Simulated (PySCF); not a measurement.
# Continuum solvent and chemical shifts

Geometry:
```tsv
atom	x (Å)	y (Å)	z (Å)
C1	2.212	-0.362	-0.007
C2	1.965	1.018	-0.149
C3	0.671	1.519	-0.163
C4	-0.379	0.603	-0.033
N5	-1.736	0.801	-0.013
C6	-2.372	-0.407	0.138
C7	-1.442	-1.411	0.219
C8	-0.153	-0.793	0.112
C9	1.170	-1.268	0.122
H10	3.244	-0.720	0.000
H11	2.807	1.706	-0.249
H12	0.481	2.589	-0.273
H13	-2.195	1.696	-0.095
H14	-3.459	-0.459	0.178
H15	-1.654	-2.471	0.340
H16	1.371	-2.336	0.232
```

GIAO PBE0/pcSseg-1 in PySCF on one PBE0-D3(BJ)/def2-SVP conformer, non-relativistic, equivalent nuclei averaged. Solvents enter as an IEF-PCM continuum (chloroform with ε = 4.7, acetone with ε = 20.5, acetonitrile with ε = 35.7) around the gas-phase geometry. Shifts are referred to TMS computed in the same medium.

Gas phase, δ in ppm: C4 138.1, C8 131.8, C2 127.3, C6 126.7, C9 126.4, C1 125.2, C3 114.1, C7 107.9, H16 7.82, H12 7.34, H11 7.32, H10 7.28, H13 7.26, H14 7.05. Dipole moment 2.23 D.

(1) How does each δ change in the continuum?

(2) Which nuclei move most (in ppm), and what does the model miss?

## Answers

(1) 
```tsv
atoms	environment	Δδ, chloroform	Δδ, acetone	Δδ, acetonitrile
C4	ring-fusion aromatic carbon	+1.0	+1.3	+1.3
C8	ring-fusion aromatic carbon	+0.4	+0.4	+0.5
C2	aromatic CH	+0.2	+0.3	+0.4
C6	aromatic CH next to a ring nitrogen	+3.4	+4.8	+5.0
C9	aromatic CH	+0.3	+0.3	+0.3
C1	aromatic CH	+0.1	+0.2	+0.2
C3	aromatic CH	+1.9	+2.8	+2.9
C7	aromatic CH	-1.0	-1.4	-1.4
H16	hydrogen on an aromatic CH	+0.11	+0.15	+0.15
H12	hydrogen on an aromatic CH	+0.27	+0.38	+0.40
H11	hydrogen on an aromatic CH	+0.10	+0.15	+0.16
H10	hydrogen on an aromatic CH	+0.09	+0.12	+0.13
H13	hydrogen on a pyrrole-type ring nitrogen	+0.74	+1.00	+1.04
H14	hydrogen on an aromatic CH next to a ring nitrogen	+0.33	+0.45	+0.47
```

Changes are relative to the gas phase. The dipole moment becomes 2.88 D in chloroform, 3.13 D in acetone, 3.17 D in acetonitrile.

(2) C6 (aromatic CH next to a ring nitrogen, +5.0 ppm) in acetonitrile. A continuum only polarises the solute; specific hydrogen bonds, the anisotropy of aromatic solvents and changes of geometry or conformer are outside it.
